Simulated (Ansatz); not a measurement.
Ag₂Se⁻, relaxed as a doublet with UKS r2SCAN-D4/def2-TZVPD in Ansatz, starting from the GFN1-xTB geometry. Force threshold 0.02 eV/Å.

In the def2 sets Ag takes a core potential; there is no spin–orbit coupling. The highest occupied level of the charge -1 doublet lies above zero (up to 0.40 eV). It is a level of α spin, whose loss leaves a singlet; that state wasn't run at this geometry and level. The electron is either unbound and held by the finite basis, or the level is raised by self-interaction error. The relaxation made no stability test and no search for a lower SCF solution. No other spin state of charge -1 was run. The structure comes from a short search, and lower isomers may exist.

Start:

Cartesian coordinates in Å:
```
Ag 0.308 0.395 1.960
Ag -0.828 0.437 -1.794
Se 0.519 -0.832 -0.167
```

Task: Estimate the energy that the relaxation releases and the steps that it takes.

Result: 0.24 eV, in 7 steps; 22 s on 4 threads of Arm Neoverse V2 on a shared host. No frequencies were taken in this run, so the end may be a saddle point.

Task: Does the start keep its bonding and symmetry?

Result: By distances, no bond broke or formed, bridged metal pairs apart. The bond that changes most is Ag2–Se3, from 2.46 to 2.50 Å (atoms count from 1). Metal–metal contacts that move far: Ag1–Ag2 3.92 to 2.72 Å. The end is the same structure that another start reached, the lowest one found. Point group C2v at the start, C2v at the end, both within 0.05 Å.

Task: Predict the relaxed structure.

Result: 
```xyz
3

Ag    0.0307    0.5683    1.4205
Ag   -0.7583    0.5978   -1.1871
Se    0.7276   -1.1662   -0.2334
```
Bond lengths (bridged metal pairs left out): 2 × Ag–Se 2.50 Å.
